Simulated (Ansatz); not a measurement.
`CC(C)(C)Br` + `CBO` → `CBOC` + `CC(C)Br` at 700 K and 1 bar (substitution at a C–C bond).

Program: Ansatz. Geometries: PBE0-D4/def2-TZVP. ΔE: electronic, gas phase. CBS: MP2 limit from def2 TZ/QZ plus the TZ coupled-cluster correction, frozen cores. For Br outer-core shells are correlated without core-valence functions, which leaves a few kJ/mol of doubt a bond. Scalar relativity is left out up to krypton. One conformer a species, not always the lowest.

```
     species  CCSD(T)/CBS energy (Eh)  H − E (kJ/mol)  S (J/(mol·K))
`CC(C)(C)Br`              -2730.96967           403.8          458.5
       `CBO`               -141.08489           219.3          348.2
      `CBOC`               -180.32625           309.3          410.5
   `CC(C)Br`              -2691.70361           313.2          414.2
```

H − E and S are ideal-gas, rigid-rotor, harmonic terms from PBE0-D4/def2-TZVP, for one conformer and one mirror image of each species. 1 Eh = 2625.50 kJ/mol, R = 8.31446 J/(mol·K).

Question: By hand: ΔE, ΔH, ΔS and ΔG.

Answer: ΔE = (-180.32625) + (-2691.70361) − (-2730.96967) − (-141.08489) = 0.02470 Eh = 64.8 kJ/mol. Δ(H − E) = 309.3 + 313.2 − 403.8 − 219.3 = -0.6, so ΔH = 64.2 kJ/mol. ΔS = 410.5 + 414.2 − 458.5 − 348.2 = 18.0 J/(mol·K). ΔG = 64.2 − 700 × (18.0)/1000 = 51.6 kJ/mol.

Question: By hand: the equilibrium constant, and the temperature at which ΔG would vanish if ΔH and ΔS stayed fixed.

Answer: log₁₀ K = −ΔG/(RT ln 10) = -3.9. ΔG = 0 at ΔH/ΔS = 3567 K, far beyond where these terms or the molecules hold.

ΔH outweighs TΔS. A doubt of 5 kJ/mol in ΔE shifts log₁₀ K by 0.4 here. Other conformers and mirror images would add mixing entropy, several J/(mol·K) or more a flexible species. These are equilibria of isolated gas molecules and say nothing of rates. Largest T1 diagnostic: 0.012 (customary marks: 0.02 for closed shells, 0.045 for open ones).
